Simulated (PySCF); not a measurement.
Species: C₆H₈N₂O₂.
SMILES with atom numbers: `[CH3:1][n:2]1[cH:3][c:4]([C:5](=[O:6])[O-:7])[cH:8][n+:9]1[CH3:10]`

Structure used (GFN2-xTB), in Å, numbered top down from 1:
```xyz
18
C6H8N2O2 angstrom
C     -1.6677    1.4558    0.1258
N     -0.4668    0.6779    0.0346
C      0.8075    1.0943   -0.0597
C      1.6458   -0.0047   -0.1240
C      3.2896   -0.0101   -0.2461
O      3.7361   -1.1395   -0.2809
O      3.7433    1.1165   -0.2781
C      0.7999   -1.0978   -0.0627
N     -0.4713   -0.6730    0.0327
C     -1.6759   -1.4448    0.1227
H     -2.1992    1.2476    1.0570
H     -1.3951    2.5082    0.1072
H     -2.3323    1.2510   -0.7164
H      1.0727    2.1320   -0.0779
H      1.0574   -2.1374   -0.0834
H     -2.2051   -1.2375    1.0555
H     -2.3401   -1.2340   -0.7183
H     -1.4074   -2.4982    0.1003
```

Definitions: NICS(0) = −σiso at the ring centroid; NICS(1) = −σiso and NICS(1)zz = −σzz at ±1 Å along the ring normal z. Level: GIAO PBE0/pcSseg-1 (PySCF, non-relativistic, gas phase) on the GFN2-xTB geometry, one conformer.

Ring bond lengths (Å), with Mayer bond orders in brackets: N2–C3 1.344 (1.15), C3–C4 1.384 (1.38), C4–C8 1.384 (1.38), C8–N9 1.344 (1.15), N9–N2 1.351 (1.09).

**Question.** Give the NICS values of each ring in ppm.

**Answer.** 
| ring | type | NICS(0) | NICS(1), two faces | NICS(1)zz, two faces | rms pucker (Å) | centre to ring atoms, mean (Å) |
| --- | --- | --- | --- | --- | --- | --- |
| N2–C3–C4–C8–N9 | 5-membered ring with 2 N; formal bonds all aromatic | -14.0 | -11.3 / -11.3 | -26.6 / -26.6 | 0.00 | 1.16 |

**Question.** What can be read from them?

**Answer.** 
- N2–C3–C4–C8–N9: mean NICS(1)zz -26.6 ppm, shielded, aromatic by this magnetic criterion (flat ring, no four-coordinate atom).

**Question.** What does the geometric index give? Use HOMA with the parameters of Krygowski (1993).

**Answer.** 
- N2–C3–C4–C8–N9: HOMA 0.95; the largest term is that of N9–N2, α(R − Ropt)² = 0.23. The geometric and the magnetic index point the same way.

On one thread, Arm Neoverse V1 (aarch64) (shared host), this took 38 s of wall time and 0.93 GiB of memory at its peak. This is the whole shielding run at PBE0/pcSseg-1, SCF included.
